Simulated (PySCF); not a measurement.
# Ionisation energy of Bi⁺ by level of theory

Bi⁺ [Xe] 4f14 5d10 6s2 6p2 (3P) → Bi²⁺ [Xe] 4f14 5d10 6s2 6p1 (2P), as a difference of total energies. All numbers are calculated (PySCF 2.14, a scalar-relativistic core potential, in aug-cc-pVDZ-PP with ECP60MDF (5s4p3d, 32 functions)). Correlated levels: valence: 5s2 5p6 5d10 frozen. The calculations carry no spin-orbit coupling.

Q: Order these methods by the ionisation energy they give, lowest first.
A. SCS-MP2 (valence)
B. CCSD(T) (valence)
C. MP2 (valence)
D. UHF

A: D (15.300 eV), A (15.442 eV), C (15.491 eV), B (15.528 eV).

Spin-orbit coupling is strong in these open shells (close to jj coupling). The scalar numbers leave it out and a first-order estimate fails, so it can dominate the gap to the real levels.

Errors of the correlated levels include the incompleteness of this basis and the frozen core.

For comparison: 16.703 eV (measured; NIST Atomic Spectra Database, ionization energies).
